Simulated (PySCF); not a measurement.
C₂H₆Cd, SMILES [CH3][Cd][CH3].

Geometry optimised at B3LYP-D3(BJ)/def2-SVP. The isomer is the one that the SMILES or the coordinates give; other isomers of the formula were not compared. The def2 effective core potentials stand for the cores of Cd; spin–orbit coupling is left out.

Two levels are set side by side: PBE/def2-TZVPD (PySCF) and ωB97X/def2-TZVPD (PySCF). Same geometry, gas phase. Differences are taken from unrounded values.

| quantity | ωB97X | PBE | PBE minus ωB97X |
|---|---|---|---|
| orbital gap (eV) | 10.71 | 5.01 | -5.70 |
| highest occupied level (eV) | -9.10 | -5.79 | 3.31 |
| lowest empty level (eV) | 1.61 | -0.78 | -2.39 |
| mean polarisability (bohr³) | 60.8 | 65.4 | 4.6 |

Without exact exchange PBE keeps part of each electron's self-repulsion, which lifts occupied levels and narrows the gap. Loosely held outer electrons make PBE densities more polarisable. Differences between two approximate levels are no errors against the true value.

Rough cost on one machine, each run with all the roots and properties that it gave: ωB97X against PBE within a factor of 2.
